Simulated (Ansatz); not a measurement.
Mulliken charges of B2H6OSi, SMILES `B[SiH2]BO` from B3LYP/def2-TZVPP in Ansatz (PBE0-D4/def2-TZVP geometry).

| atom | x (Å) | y (Å) | z (Å) | charge (e) |
| --- | --- | --- | --- | --- |
| B1 | -1.527 | 1.035 | 0.327 | -0.078 |
| Si2 | 0.407 | 0.782 | -0.096 | 0.032 |
| B3 | 0.772 | -1.186 | 0.329 | 0.097 |
| O4 | 0.936 | -2.118 | -0.633 | -0.228 |
| H5 | -2.370 | 0.877 | -0.507 | 0.052 |
| H6 | -1.887 | 1.259 | 1.444 | 0.052 |
| H7 | 0.725 | 1.034 | -1.536 | -0.084 |
| H8 | 1.301 | 1.627 | 0.746 | -0.072 |
| H9 | 0.840 | -1.586 | 1.457 | 0.023 |
| H10 | 0.885 | -1.774 | -1.529 | 0.207 |

By hand: the dipole of these point charges (1 e Å = 4.8032 D).

Σ q r = (-0.180, -0.184, -0.011) e Å, of length 0.258 e Å = 1.24 D.

How does the dipole of the full density compare? (Best estimate.)

The calculation gave: (-0.019, 0.060, -0.236) e Å, 1.17 D; the point charges give 1.06 times that, at 95° from its direction.

Point charges leave out the atoms' own dipoles, such as those of lone pairs, and Mulliken's split depends on the basis, so the two needn't agree.

B3LYP here is the variant with VWN-RPA as its local correlation; programs differ in this.
